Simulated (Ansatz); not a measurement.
Computed with Ansatz.

A structure relaxed at PBE0-D4/def2-TZVP, charge 0, multiplicity 1:

Cartesian coordinates in Å:
```
O -1.309 -0.706 0.533
In 0.424 0.022 -0.030
Cl 0.436 1.924 -1.342
Br 2.490 -1.060 0.642
H -2.041 -0.180 0.197
```

Give its formula and SMILES.

BrClHInO, `[OH][In]([Cl])[Br]`.

Point group (tolerance 0.08 Å, 0.16 Å for H)?

Cs.

Summarise the bond lengths by kind.

1 × In–O 1.962 Å; 1 × H–O 0.962 Å; 1 × Cl–In 2.310 Å; 1 × Br–In 2.427 Å.
